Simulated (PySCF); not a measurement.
Ligand exchange on a metal centre used in film growth or etching (Sc Cl-NH2). Isolated molecules, 0 K electronic values unless said otherwise. One relaxed conformer stands for each flexible species; it need not be the lowest.

Level of theory: PySCF 2.14.0 with B3LYP-D3(BJ)/def2-TZVP // BP86-D3(BJ)/def2-SVP. B3LYP has the VWN-RPA correlation part, as in Gaussian. 

| species | HOMO (eV) | charge on the central atom (meta-Löwdin) (e) | coordination number |
|---|---|---|---|
| 0 of 3 Cl replaced by NH2 | -8.97 | 1.26 | 3 |
| 1 of 3 Cl replaced by NH2 | -7.82 | 1.25 | 3 |
| 2 of 3 Cl replaced by NH2 ([Sc(Cl)(NH2)2]) | -7.08 | 1.23 | 3 |
| 3 of 3 Cl replaced by NH2 | -6.33 | 1.21 | 3 |
